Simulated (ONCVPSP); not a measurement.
Reading a pseudo-wave (silicon (Si))

Columns: radius, all-electron u(r) and pseudo u(r) of the 3s shell (level -10.81 eV) of silicon in the configuration [Ne] 3s2 3p2; PBE, scalar-relativistic, ONCV scheme, ONCVPSP 4.0.1.

```tsv
r (bohr)	all-electron	pseudo
0.098	0.1265	0.0241
0.195	-0.1188	0.0496
0.292	-0.2914	0.0782
0.390	-0.3380	0.1117
0.488	-0.2882	0.1507
0.585	-0.1833	0.1953
0.682	-0.0527	0.2457
0.780	0.0852	0.3013
0.878	0.2169	0.3602
0.975	0.3344	0.4198
1.072	0.4362	0.4786
1.170	0.5220	0.5352
1.268	0.5915	0.5875
1.365	0.6455	0.6334
1.463	0.6861	0.6726
1.560	0.7139	0.7030
1.658	0.7307	0.7242
1.755	0.7378	0.7352
1.852	0.7367	0.7362
1.950	0.7287	0.7287
2.047	0.7152	0.7152
2.145	0.6970	0.6970
2.242	0.6755	0.6755
2.340	0.6511	0.6511
2.438	0.6248	0.6248
2.535	0.5974	0.5974
```

Question: How many radial nodes do the two functions have?

Answer: The all-electron 3s function has n − l − 1 = 2; the pseudo-wave has 0, since the states of the same l below it are removed with the core.

Question: At about which radius was the pseudo-wave matched?

Answer: 1.95 bohr, where the columns begin to agree (steps of 0.10 bohr).

Question: Is the pseudo-wave norm-conserving?

Answer: Yes: the ONCV scheme keeps the norm inside the radius equal to the all-electron one, which fixes the energy derivative of the logarithmic derivative at the level.
